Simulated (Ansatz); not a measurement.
Computed with Ansatz on PBE0-D4/def2-TZVP structures; ΔE is electronic, products minus reactants. CCSD(T)/CBS is the MP2 limit (def2-TZVPP, def2-QZVPP) plus CCSD(T) − MP2 in def2-TZVPP, frozen cores. DFT in def2-TZVPP. B3LYP here is the variant with VWN-RPA as its local correlation; programs differ in this. One conformer a species, not always the lowest.

`BN[SiH](C)Cl` + `CCNC` → `BN(C)CC` + `C[SiH](N)Cl`  (ligand exchange at a B–N bond)

Q: Is it downhill or uphill in electronic energy at CCSD(T)/CBS, and by how much? (An estimate is asked.)

A: Computed: Downhill: ΔE = -5.3 kcal/mol.

Q: What do these levels give: ωB97X-V, r2SCAN, B3LYP, HF/def2-TZVPP, CCSD(T)/def2-TZVPP, MP2/CBS(def2)? (Best estimate.)

A: Computed: ωB97X-V -4.6, r2SCAN -5.3, B3LYP -4.5, HF/def2-TZVPP -1.6, CCSD(T)/def2-TZVPP -5.0, MP2/CBS(def2) -5.7 kcal/mol.

Largest T1 diagnostic among the species: 0.012.

In def2-TZVPP, CCSD(T) changes the Hartree–Fock value by −3.5 kcal/mol (the triples alone add −0.5 kcal/mol) and MP2 by −3.9 kcal/mol.
